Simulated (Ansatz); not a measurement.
System: GaCl, charge 0, multiplicity 1. SMILES: [Cl][Ga]
Coordinates optimised at B3LYP-D3(BJ)/def2-TZVP (Ansatz, a quantum-chemistry and plane-wave program):
```
Ga
Cl 1 2.2389
```

Property: atomisation energy, in kcal/mol. Conventions: non-relativistic; 6-31G* and kin with 6d, 5d where marked; UHF or UKS for open shells; no spin-orbit coupling; LANL2DZ with its own core potentials from Na on; atomisation electronic, to ground-state atoms. Ab initio and DFT rows: single points at B3LYP-D3(BJ) geometries (Ansatz).

| level | program | atomisation energy (kcal/mol) |
|---|---|---|
| B3LYP/3-21G | Ansatz | 113.6 |
| B3LYP/LANL2DZ | Ansatz | 100.3 |
| B3LYP/6-31G | Ansatz | 104.0 |
| B3LYP/6-31G* | Ansatz | 106.8 |
| B3LYP/def2-SVP | Ansatz | 109.4 |
| B3LYP/6-31G* with LANL2DZ past Ar | Ansatz | 104.3 |
| B3LYP/def2-TZVPD | Ansatz | 109.6 |

No value to compare with is used here. The 6 habitual levels span 100.3 (B3LYP/LANL2DZ) to 113.6 kcal/mol (B3LYP/3-21G); B3LYP/def2-TZVPD gives 109.6.

The sets are all those run for this method; runs whose electronic state is in doubt are left out.
